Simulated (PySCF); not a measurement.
Method: B3LYP/[Ag def2-SVPD with ECP28, I def2-SVPD with ECP28], scalar-relativistic core potentials, density fitting, no spin–orbit coupling, PySCF.

```xyz
3
charge -1 multiplicity 1, angstrom
Ag    0.0000    0.0000    0.0000
I     0.0000    0.0000    2.6874
I     0.0000    0.0000   -2.6874
```

AgI₂⁻ (singlet), along the line from Ag1 (at 0) through I2 (at 2.687 Å). Core electrons replaced by a potential are absent, the electrostatic potential uses the reduced nuclear charge, and values within about 0.7 Å of such atoms have no physical meaning.

Problem. Tabulate the fields along this line at -0.81, 0.81, 0.94, 1.07, 1.21, 1.34, 1.48, 1.61, 1.75, 1.88, 3.49, 3.63, 3.76, 3.90, 4.03, 4.17, 4.30 Å.

Solution. 
```json
{"distance (Å)": "-0.81", "electron density (e/Å³)": "1.68", "electron localisation function": "0.4", "electrostatic potential (V)": "21.9"}
{"distance (Å)": "0.81", "electron density (e/Å³)": "1.68", "electron localisation function": "0.4", "electrostatic potential (V)": "21.9"}
{"distance (Å)": "0.94", "electron density (e/Å³)": "0.798", "electron localisation function": "0.219", "electrostatic potential (V)": "11.3"}
{"distance (Å)": "1.07", "electron density (e/Å³)": "0.476", "electron localisation function": "0.155", "electrostatic potential (V)": "6.02"}
{"distance (Å)": "1.21", "electron density (e/Å³)": "0.383", "electron localisation function": "0.21", "electrostatic potential (V)": "3.68"}
{"distance (Å)": "1.34", "electron density (e/Å³)": "0.397", "electron localisation function": "0.408", "electrostatic potential (V)": "3.5"}
{"distance (Å)": "1.48", "electron density (e/Å³)": "0.477", "electron localisation function": "0.609", "electrostatic potential (V)": "5.49"}
{"distance (Å)": "1.61", "electron density (e/Å³)": "0.617", "electron localisation function": "0.611", "electrostatic potential (V)": "10.2"}
{"distance (Å)": "1.75", "electron density (e/Å³)": "0.841", "electron localisation function": "0.42", "electrostatic potential (V)": "18.9"}
{"distance (Å)": "1.88", "electron density (e/Å³)": "1.31", "electron localisation function": "0.238", "electrostatic potential (V)": "34"}
{"distance (Å)": "3.49", "electron density (e/Å³)": "1.32", "electron localisation function": "0.269", "electrostatic potential (V)": "33.3"}
{"distance (Å)": "3.63", "electron density (e/Å³)": "0.796", "electron localisation function": "0.451", "electrostatic potential (V)": "18.2"}
{"distance (Å)": "3.76", "electron density (e/Å³)": "0.526", "electron localisation function": "0.64", "electrostatic potential (V)": "9.21"}
{"distance (Å)": "3.90", "electron density (e/Å³)": "0.347", "electron localisation function": "0.723", "electrostatic potential (V)": "3.86"}
{"distance (Å)": "4.03", "electron density (e/Å³)": "0.224", "electron localisation function": "0.735", "electrostatic potential (V)": "0.659"}
{"distance (Å)": "4.17", "electron density (e/Å³)": "0.143", "electron localisation function": "0.698", "electrostatic potential (V)": "-1.24"}
{"distance (Å)": "4.30", "electron density (e/Å³)": "0.0905", "electron localisation function": "0.625", "electrostatic potential (V)": "-2.36"}
```

On a grid of 0.13 Å the density has a local minimum along the bond near 1.21 Å from Ag, at 0.38 e/Å³, where the ELF is 0.21.

The lowest empty level of this anion is unbound, so it and the gap depend on the basis.
